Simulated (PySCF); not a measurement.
PySCF 2.14 output of an unrestricted BP86 calculation on a single atom or ion in cc-pVTZ-DK (7s6p4d2f1g, 68 functions), with the spin-free X2C one-electron Hamiltonian (Gaussian nucleus):

```
SCF conv_tol = 1e-09
number electrons alpha = 12  beta = 9
    A. D. Becke.,  Phys. Rev. A 38, 3098 (1988)
    J. P. Perdew.,  Phys. Rev. B 33, 8822 (1986)
cycle= 1 E= -948.504473707853  delta_E= -0.00665  |g|= 0.0075  |ddm|= 1.67
cycle= 2 E= -948.504477888408  delta_E= -4.18e-06  |g|= 0.00426  |ddm|= 0.0465
cycle= 3 E= -948.504481685214  delta_E= -3.8e-06  |g|= 0.00131  |ddm|= 0.0329
cycle= 4 E= -948.504482100296  delta_E= -4.15e-07  |g|= 1.54e-05  |ddm|= 0.00764
cycle= 5 E= -948.504482100368  delta_E= -7.19e-11  |g|= 1.01e-06  |ddm|= 7.9e-05
converged SCF energy = -948.504482100368  <S^2> = 3.7503749  2S+1 = 4.0001874
```

The run itself started from symmetry-adapted Hartree-Fock orbitals and held the occupation by maximum overlap, on a logarithmic radial grid, so the iterations belong to that start.

Question: Which element, charge and spin multiplicity is this?

Answer: V²⁺ (vanadium, charge +2), multiplicity 4; the state was [Ar] 3d3, high-spin 4F determinant.
